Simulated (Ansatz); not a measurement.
**Relative stability**

Two relaxed structures of BSnH₅O, closed shell (PBE0-D4/def2-TZVP; forces vanish, vibrations not checked).

A:

```
8
angstrom
B -1.1134 0.6221 -1.1326
Sn 0.5455 0.1638 0.2955
O 0.1439 -1.6373 1.0095
H -1.1348 1.6587 -1.7238
H -1.9865 -0.1697 -1.3114
H 0.6456 1.2256 1.6408
H 2.1041 0.0833 -0.4198
H 0.7955 -1.9465 1.6418
```

B:

```
8
angstrom
B -0.6483 -0.0773 -0.5844
Sn -1.2284 -1.4358 1.1646
O 0.9496 0.2364 -0.3200
H -1.2255 0.9794 -0.4123
H -0.7245 -0.4873 -1.7119
H 1.0767 -0.0717 0.6100
H 1.1578 1.1762 -0.3804
H 0.4243 -0.9855 1.8487
```

Computed with Ansatz 0.2.0 (basis: def2-TZVPP); correlated methods freeze the cores. Filled d shells of the heavier atoms are correlated. Core potentials replace the inner electrons of the atoms past krypton. The def2 sets are not built for correlating such inner shells, so the correlated values are less sure here. B3LYP uses VWN-RPA correlation.

Which structure is lower at CCSD(T), and by how much? (Judge from chemistry; the value comes from the calculation.)

By the calculation: A, by 17.7 kJ/mol (electronic energy, against the other). By their contacts, A is BSnH₅O ([BH2][SnH2][OH]) and B is BSnH₅O ([OH2][BH2][SnH]).

Do the other methods give the same order? (A judgement: the text doesn't fix the answer.)

The calculation gives: Not all: PBE-D4, PBE0-D4 give the other order.

| method | E(B) − E(A) (kJ/mol) |
| --- | --- |
| PBE-D4 | -17.6 |
| r2SCAN-D4 | 8.5 |
| PBE0-D4 | -4.1 |
| B3LYP-D4 | 0.7 |
| wB97M-V | 7.6 |
| HF | 61.5 |
| MP2 | 13.0 |
| CCSD | 22.8 |
| CCSD(T) | 17.7 |

T1 diagnostic: at most 0.014. The restricted Hartree–Fock reference is unstable towards an unrestricted one at one or more of these structures.

Labels in which every atom is bracketed show which atoms are joined, not bond orders.

For scale, one of the runs: CCSD(T)/def2-TZVPP, 182 basis functions, launched by `ansatz run in.yaml --threads 2 --pin off --events-out ev --progress --plain --max-ram 4352MiB`. Hardware: 2 CPU threads of an Arm Neoverse V1, shared host. Wall time 84 s; peak host memory 2 GiB.
